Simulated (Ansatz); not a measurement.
Z-matrix (Å, degrees):
```
Si
Se 1 2.284
H 1 1.484 2 111.0
H 1 1.484 2 111.1 3 -121.7
H 1 1.484 2 106.5 3 119.1
Al 2 2.311 1 94.8 3 60.9
H 6 1.579 2 117.5 1 180.0
H 6 1.583 2 118.3 1 -0.0
```

Total charge 0; spin multiplicity 1.

List the ωB97M-V/def2-TZVPP orbital energies in eV (the Gaussian-basis code of Ansatz). (An estimate is asked.)

Ansatz gave: Occupied: -12367.80, -1807.61, -1588.11, -1532.70, -1422.86, -1422.84, -1422.82, -217.55, -160.45, -160.38, -160.31, -148.64, -117.28, -102.78, -102.73, -102.73, -76.94, -76.79, -76.73, -60.35, -60.33, -60.28, -60.22, -60.22, -22.06, -17.55, -14.37, -12.57, -12.54, -11.65, -10.76, -10.33, -9.47. Lowest empty: -0.01, 1.43, 1.76, 2.29, 2.87, 2.98, 3.16, 4.08.
